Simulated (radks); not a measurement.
Results of a calculation; reference values are marked as such.
The nuclear charge of neutral vanadium is varied continuously with 23 electrons held in [Ar] 3d3 4s2. Level of theory: non-relativistic Kohn-Sham, PBE, spin-polarised, spherical densities, point nucleus; open shells are filled with parallel spins first (a radial shooting solver on a logarithmic mesh with Libxc functionals). By the Hellmann-Feynman theorem dE/dZ = E(electron-nucleus)/Z, the electronic potential at the nucleus.

[
 {"Z": "22.75", "E (hartree)": "-919.50318", "E(electron-nucleus)/Z (hartree)": "-95.8937", "HOMO": "4s", "e(HOMO) (eV)": "-2.605", "<r> HOMO (bohr)": "3.765"},
 {"Z": "23", "E (hartree)": "-943.64879", "E(electron-nucleus)/Z (hartree)": "-97.2701", "HOMO": "4s", "e(HOMO) (eV)": "-4.246", "<r> HOMO (bohr)": "3.508"},
 {"Z": "23.25", "E (hartree)": "-968.13777", "E(electron-nucleus)/Z (hartree)": "-98.6409", "HOMO": "4s", "e(HOMO) (eV)": "-6.072", "<r> HOMO (bohr)": "3.298"},
 {"Z": "23.5", "E (hartree)": "-992.96890", "E(electron-nucleus)/Z (hartree)": "-100.007", "HOMO": "4s", "e(HOMO) (eV)": "-8.068", "<r> HOMO (bohr)": "3.120"},
 {"Z": "23.75", "E (hartree)": "-1018.14121", "E(electron-nucleus)/Z (hartree)": "-101.371", "HOMO": "4s", "e(HOMO) (eV)": "-10.223", "<r> HOMO (bohr)": "2.967"},
 {"Z": "24", "E (hartree)": "-1043.65393", "E(electron-nucleus)/Z (hartree)": "-102.731", "HOMO": "4s", "e(HOMO) (eV)": "-12.530", "<r> HOMO (bohr)": "2.833"}
]

The central difference of E at Z = 23 is -97.269 hartree, to compare with the third column; the second derivative is -5.49 hartree.
